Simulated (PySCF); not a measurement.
Electric field gradients and quadrupole coupling constants

C₆H₁₄P₂S.
Geometry (GFN2-xTB, Å), atoms numbered from 1 in this order:
```
atom  x, y, z in Å
C1    -1.7590   -0.8579   -0.8100
C2    -1.3447   -0.1407    0.4649
C3    -2.3308    0.9547    0.8485
P4     0.3312    0.6638    0.3026
P5     0.0552    2.0947   -1.3478
S6     1.0261    1.3586    1.9834
C7     1.3831   -0.6133   -0.4829
C8     2.8133   -0.6955   -0.0398
C9     1.8467   -1.7453    0.3884
H10   -2.7846   -1.2117   -0.7175
H11   -1.1181   -1.7142   -1.0071
H12   -1.7088   -0.1755   -1.6597
H13   -1.2496   -0.8559    1.2921
H14   -3.3069    0.5336    1.0810
H15   -2.4464    1.6588    0.0215
H16   -1.9706    1.4990    1.7217
H17   -0.1718    3.1372   -0.4566
H18    1.4265    2.3364   -1.3590
H19    1.1552   -0.8049   -1.5259
H20    3.5617   -0.9382   -0.7790
H21    3.1413    0.0107    0.7116
H22    1.9113   -2.7327   -0.0443
H23    1.5348   -1.7347    1.4240
```

Field gradients from the PBE0/pcSseg-1 density (PySCF, non-relativistic), principal values in atomic units, ordered |Vxx| ≤ |Vyy| ≤ |Vzz|:

```csv
atom,Vxx,Vyy,Vzz
S6,-1.0508,-1.2331,2.2839
```

**Question.** Find the asymmetry η = (Vxx − Vyy)/Vzz and the couplings χ = eQV/h (234.96 MHz × Q in barn × V in au), with Q(33S) = −0.0678 b.

**Answer.** 
```tsv
atom	environment	nucleus	η	χzz (MHz)	χxx (MHz)	χyy (MHz)
S6	sulfur bonded to P	33S	0.08	-36.38	16.74	19.64
```

The tensor is traceless: Vxx + Vyy + Vzz = 0.

**Question.** What is Vzz at S6 in SI units (1 au = 9.71736 × 10²¹ V/m²)?

**Answer.** 2.2839 au = 22.193 × 10²¹ V/m².

Were the hydrogens deuterons (Q(2H) = 0.00286 b), χzz would run from 136 kHz (H18 and H17) to 223 kHz (H20 and H22).

Isolated species at its GFN2-xTB geometry (one conformer only). GFN2-xTB bond lengths can be off by several hundredths of an ångström, more for odd bonds, and the gradients follow them. With so small a basis the couplings can be 20 % off.
